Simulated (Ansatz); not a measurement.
Reaction (formal exchange of groups at a Ge–C bond): `[CH3][GeH2][Cl]` + `CBO` → `C[BH][GeH2][Cl]` + CH₃OH

Calculated with Ansatz (gas phase, PBE0-D4/def2-TZVP geometries, no zero-point term in ΔE). CBS: MP2 limit from def2 TZ/QZ plus the TZ coupled-cluster correction, frozen cores. This one scheme is used for every species. For Ge outer-core shells are correlated without core-valence functions, which leaves a few kJ/mol of doubt a bond. Scalar relativity is left out up to krypton. Each species was taken in one conformer, which may not be the lowest.

```csv
species,MP2/CBS(def2) energy (Eh)
`[CH3][GeH2][Cl]`,-2576.93323
`CBO`,-141.03829
`C[BH][GeH2][Cl]`,-2602.29168
CH₃OH,-115.58363
```

Question: Work out ΔE.

Answer: ΔE = (-2602.29168) + (-115.58363) − (-2576.93323) − (-141.03829) = 0.09621 Eh = +2.62 eV. CCSD(T)/CBS gives +2.51 eV.

Largest T1 diagnostic among the species: 0.012.

From PBE to PBE0 (25 % exact exchange), in def2-TZVPP and without D4, ΔE moves by +0.03 eV.
